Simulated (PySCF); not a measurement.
Basis and Hamiltonian dependence of the excitation energy of Zn⁺

Zn⁺ [Ar] 3d10 4s1 (2S) → Zn⁺ [Ar] 3d9 4s1 4p1 (high-spin determinant). Calculated with PySCF 2.14 from differences of total energies of unrestricted determinants, without spin-orbit coupling. Values in eV.

| basis | Hamiltonian | functions | UHF | r2SCAN | PBE0 | MP2 (valence) | CCSD(T) (valence) |
| --- | --- | --- | --- | --- | --- | --- | --- |
| aug-cc-pVDZ-PP with ECP10MDF | ECP | 54 | 10.860 | 12.809 | 13.068 | 13.610 | 13.030 |
| ANO-RCC-VTZP | spin-free X2C | 59 | 10.684 | 12.877 | 12.988 | 13.564 | 12.976 |
| x2c-TZVPPall | spin-free X2C | 64 | 10.691 | 12.906 | 13.011 | 13.453 | 12.865 |
| aug-cc-pVTZ-PP with ECP10MDF | ECP | 88 | 10.599 | 12.557 | 12.865 | 13.502 | 12.911 |
| def2-QZVPPD | non-relativistic | 100 | 11.103 | 13.284 | 13.373 | 13.947 | 13.371 |
| aug-cc-pwCVTZ-PP with ECP10MDF | ECP | 122 | 10.589 | 12.564 | 12.859 | 13.536 | n/a |
| aug-cc-pVQZ-PP with ECP10MDF | ECP | 135 | 10.582 | 12.549 | 12.851 | 13.574 | n/a |
| aug-cc-pVQZ-DK | spin-free X2C | 140 | 10.610 | 12.807 | 12.913 | 13.569 | n/a |

Frozen in the all-electron rows: valence: [Ar]; with a core potential, the same shells as far as they lie outside it.

One determinant mixes LS terms of the configuration, so the numbers do not refer to single terms. Non-relativistic rows lack the scalar-relativistic shift.
